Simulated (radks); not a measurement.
Question: These are the eigenvalues of the occupied orbitals of an atom or ion with whole-number occupations (hartree). Method: scalar-relativistic Kohn-Sham, PBE, spin-polarised, spherical densities, point nucleus; computed with a radial shooting solver on a logarithmic mesh with Libxc functionals.

1s down: -261.4337
1s up: -261.4334
2s up: -34.48776
2s down: -34.43222
2p up: -30.01817
2p down: -29.97607
3s up: -7.43963
3s down: -7.32508
3p up: -6.14643
3p down: -6.03379
3d up: -4.10664

Which element is it, and in what charge state? The configuration may be excited. Open shells, if any, are filled with parallel spins first.

Answer: Z = 26, iron, charge +6: Fe6+ in [Ar] 3d2. The list shows which subshells hold electrons but not how many an open one holds; the 1s level, -261.43 hartree, gives Z - s = 22.9 by -(Z - s)^2/2, which with screening and relativity narrows Z to a few neighbours, and the depths of the outer levels then fix element, charge and occupations together.
